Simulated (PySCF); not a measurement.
F₆Mo, charge -1, multiplicity 2. Atoms are numbered in the order given.

```xyz
7

Mo     0.0000     0.0000     0.0000
F     -1.2975     0.0000    -1.3547
F      1.2975     0.0000     1.3547
F      1.2975     0.0000    -1.3547
F     -1.2975     0.0000     1.3547
F      0.0000    -1.9001     0.0000
F      0.0000     1.9001     0.0000
```
Charge -1, spin multiplicity 2.

Geometry: PBE0-D3(BJ)/def2-SVPD. The multiplicity is an assumed one; other spin states were not compared. The def2 effective core potentials stand for the cores of Mo; spin–orbit coupling is left out.

Level of theory: PBE0/def2-SVPD (PySCF).

Mulliken values depend strongly on the basis, most of all with diffuse functions as here. ESP charges are fitted to the potential on shells at 1.4 to 2.0 van der Waals radii. Atomic charges (e):

```tsv
atom	ESP fit	Mulliken	Mulliken spin
Mo1	1.49	3.30	0.94
F2	-0.40	-0.71	0.00
F3	-0.40	-0.71	0.00
F4	-0.40	-0.71	0.00
F5	-0.40	-0.71	0.00
F6	-0.45	-0.73	0.02
F7	-0.45	-0.73	0.02
```
